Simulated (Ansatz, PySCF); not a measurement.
Ways to break one bond of COC=O [methyl formate]:

A. COC=O -> CO[C]=O + H atom
B. COC=O -> [CH2]OC=O + H atom
C. COC=O → [CH]=O + C[O]

Quantity: bond dissociation energy (enthalpy at 298 K, with B3LYP-D3(BJ) rigid-rotor harmonic-oscillator terms from PySCF), kcal/mol. Structures are relaxed separately at B3LYP-D3(BJ)/def2-TZVP in Ansatz (a quantum-chemistry and plane-wave program), one conformer each, not searched for the lowest. Valence correlation only, unless marked. UHF or UKS for open shells. Spin-orbit coupling is left out. Non-relativistic. CBS(X,Y): correlation extrapolated as X^-3; Hartree-Fock from the larger set. The bracket is a focal-point correction in the basis named.

|  | PBE0/def2-SVP (Ansatz) | BHLYP-D3(BJ)/def2-TZVPD (Ansatz + dftd3) | B2GP-PLYP-D3(BJ)/def2-TZVPD (Ansatz + dftd3) | RI-MP2/CBS(cc-pVTZ,cc-pVQZ)+[CCSD(T)-MP2]/cc-pVTZ (Ansatz) |
|---|---|---|---|---|
| A | 95.9 | 97.7 | 97.0 | [?] |
| B | 94.6 | 96.8 | 97.4 | [?] |
| C | 100.0 | 91.4 | 98.0 | [?] |

**Question.** Fill in the missing entries.

**Answer.** 
- A, RI-MP2/CBS(cc-pVTZ,cc-pVQZ)+[CCSD(T)-MP2]/cc-pVTZ (Ansatz): 100.3
- B, RI-MP2/CBS(cc-pVTZ,cc-pVQZ)+[CCSD(T)-MP2]/cc-pVTZ (Ansatz): 100.7
- C, RI-MP2/CBS(cc-pVTZ,cc-pVQZ)+[CCSD(T)-MP2]/cc-pVTZ (Ansatz): 101.3
